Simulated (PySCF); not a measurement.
**Energy of V²⁺ (vanadium, charge +2) between two integer charges**

The 3d alpha orbital of [Ar] 3d3 is emptied in steps (occupation f), with all orbitals relaxed, ending at [Ar] 3d2. Calculation: PySCF 2.14, in def2-TZVPPD (6s6p4d2f1g, 67 functions); no relativity, point nucleus. The exact energy is a straight line in f; departures are measured from the line between the end points of the same method.

| f | CAM-B3LYP (eV) |
| --- | --- |
| 1 | 0.000 |
| 0.75 | -0.721 |
| 0.5 | -0.972 |
| 0.25 | -0.737 |
| 0 | 0.000 |

```json
{"method": "CAM-B3LYP", "E(f=0) − E(f=1) (eV)": "30.127", "−ε at f=1 (eV)": "26.330", "−ε at f=0.5 (eV)": "30.084"}
```

Orbital energy along the path (eV):

```
   f  CAM-B3LYP
   1    -26.330
0.75    -28.171
 0.5    -30.084
0.25    -32.062
   0    -34.098
```

Reference removal energy between the ground levels: 29.311 eV (measured; NIST Atomic Spectra Database, ionization energies). The calculation has no spin-orbit coupling. The determinant left behind need not be the lowest term of the ion.
